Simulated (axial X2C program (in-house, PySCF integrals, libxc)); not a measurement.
# Spin–orbit effects along a row: molecules with As, PBE0

Calculated with an in-house all-electron X2C program for linear molecules (integrals from PySCF), spin-free (one-electron X2C) or two-component (2c: spin–orbit coupling with atomic mean-field Coulomb and Gaunt terms, which also bring small scalar terms), in Dyall basis sets with cores contracted in-house; open shells are unrestricted.

Basis sets: As dyall-cv3z, As dyall-v3z, Br dyall-cv3z, Co dyall-cv3z, Cr dyall-v3z, Fe dyall-cv3z, Ge dyall-cv3z, K dyall-v3z, Mn dyall-cv3z, Ni dyall-cv3z.

```csv
molecule,spin-free state,Re (Å),ωe (cm⁻¹),De (eV),2c state,Re 2c (Å),ωe 2c (cm⁻¹),De 2c (eV)
KAs,"M_S = 1, Λ = 0",3.118,167.0,1.24,Ω = 1,3.118,166.8,1.24
CrAs,"M_S = 7/2, Λ = 0",2.545,240.7,1.13,Ω = 3/2,2.338,260.2,1.80
MnAs,"M_S = 2, Λ = 1",2.269,304.9,1.22,Ω = 1,2.271,303.7,1.28
FeAs,"M_S = 5/2, Λ = 0",2.187,334.1,1.66,Ω = 5/2,2.188,333.2,n/a
CoAs,"M_S = 2, Λ = 2",2.213,295.8,1.83,Ω = 4,2.214,295.4,n/a
NiAs,"M_S = 3/2, Λ = 2",2.197,302.7,1.98,Ω = 7/2,2.198,302.3,n/a
GeAs,"M_S = 1/2, Λ = 1",2.237,355.7,2.95,Ω = 3/2,2.237,355.5,n/a
AsBr,"M_S = 1, Λ = 0",2.294,314.6,2.84,Ω = 1,2.295,313.5,2.73
```

(1) Work out the shifts from the spin-free to the two-component result.

Each entry is the lowest single determinant of a limited PBE0 search at one distance. De goes to single-determinant-based atoms at the same level (for ions the charge split of lowest energy) and is withheld (n/a) where an atom does not fit its ground term or J level. Main or longest-lived isotopes. One determinant is a doubtful description, or other states lie close, for KAs, CrAs, MnAs, FeAs, CoAs, NiAs, GeAs, AsBr; these need not be ground states, and all values refer to the states named. Some open-shell Ω = 0 determinants are out of reach, so the Ω given for KAs, MnAs, CoAs, AsBr need not be the lowest component. With several unpaired electrons the Ω given is that of one determinant, not necessarily of the lowest component. The functionals have no current term, which raises determinants with orbital currents. The lowest determinant changes configuration between the Hamiltonians for CrAs, so two states are compared there.

Answers

(1) 

| molecule | 2c state | ΔRe (Å) | Δωe (cm⁻¹) | ΔDe (eV) |
| --- | --- | --- | --- | --- |
| KAs | Ω = 1 | 0.000 | -0.2 | 0.00 |
| CrAs | Ω = 3/2 | other state | other state | n/a |
| MnAs | Ω = 1 | 0.002 | -1.2 | 0.06 |
| FeAs | Ω = 5/2 | 0.001 | -0.9 | n/a |
| CoAs | Ω = 4 | 0.001 | -0.4 | n/a |
| NiAs | Ω = 7/2 | 0.001 | -0.4 | n/a |
| GeAs | Ω = 3/2 | 0.000 | -0.2 | n/a |
| AsBr | Ω = 1 | 0.001 | -1.1 | -0.11 |

Shifts of one unit in the last digit are rounding.
